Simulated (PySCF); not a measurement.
Relativity neglected, single conformer, one averaged value for each set of equivalent atoms, no solvent. Shieldings: GIAO PBE0/pcSseg-1; geometry from GFN2-xTB; PySCF 2.14.0 with density-fitted response routines.

References, each an isolated molecule treated in the same way: TMS for ¹H and ¹³C. Shifts are as computed. Against solution values, carbons near 30 ppm lie about +3 ppm off and those near 130 ppm about +5 ppm. Of 1211 compounds with measured shifts, 218 miss one by over three times the rms of a fit or turn the order of signals round; such compounds aren't used in these exercises. OH and NH positions are gas-phase values without hydrogen bonding to other molecules.

**Question.** Order these molecules by the shift of their most shielded carbon, lowest δ first.
A. FC(F)OC1=CCNC1
B. C#C[C@@H](C)[C@@H](F)/C=C/C#N
C. C=C[C@@H]1C=CC=C1OC(C)=O

**Answer.** B (17.1 ppm, methyl carbon), C (24.1 ppm, methyl carbon α to a carbonyl), A (57.0 ppm, allylic sp3 CH2 bonded to N).

**Question.** Order these molecules by the shift of their most deshielded carbon, lowest δ first.
A. C=C[C@@H]1C=CC=C1OC(C)=O
B. CCC/C=N/[SiH2]O
C. C#C[C@@H](C)[C@@H](F)/C=C/C#N

**Answer.** C (159.9 ppm, alkene CH), A (173.4 ppm, ester carbonyl carbon), B (182.5 ppm, C=N carbon).

**Question.** How many ¹³C and ¹H signals does each give (equivalence by symmetry and fast rotation, but not about amide C–N or C=N bonds)? `CCC/C=N/[SiH2]O`, `C=C[C@@H]1C=CC=C1OC(C)=O`, `FC(F)OC1=CCNC1`, `C#C[C@@H](C)[C@@H](F)/C=C/C#N`

**Answer.** CCC/C=N/[SiH2]O: 4 C, 6 H; C=C[C@@H]1C=CC=C1OC(C)=O: 9 C, 8 H; FC(F)OC1=CCNC1: 5 C, 5 H; C#C[C@@H](C)[C@@H](F)/C=C/C#N: 8 C, 6 H.
